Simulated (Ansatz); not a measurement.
CH5ClO2Sn, SMILES `C[O][SnH]([OH])[Cl]`. Charge 0, multiplicity 1. Correlated methods include outer-core shells of Sn, which these sets cover unevenly. Sn takes the def2 core potential.

```xyz
10

C    -0.904    1.025   -1.088
O    -0.659    0.573    0.225
Sn    0.934   -0.439    0.695
O     0.440   -1.403    2.303
Cl    1.271   -1.925   -1.060
H    -0.227    1.840   -1.375
H    -0.813    0.224   -1.830
H    -1.927    1.408   -1.122
H     2.336    0.459    0.992
H    -0.451   -1.761    2.261
```

(1) Give the diagnostics of a CCSD(T)/def2-TZVPP run (frozen core, the Gaussian-basis code of Ansatz). (Estimate.)

Results:

(1) The calculation gave: T1 = 0.0134, largest single amplitude 0.022, largest double 0.017, (T) share of the correlation energy 3.5 %, 10 CCSD cycles. The RHF solution is stable towards an unrestricted one. T1 lies under the customary mark of 0.02 for closed shells.
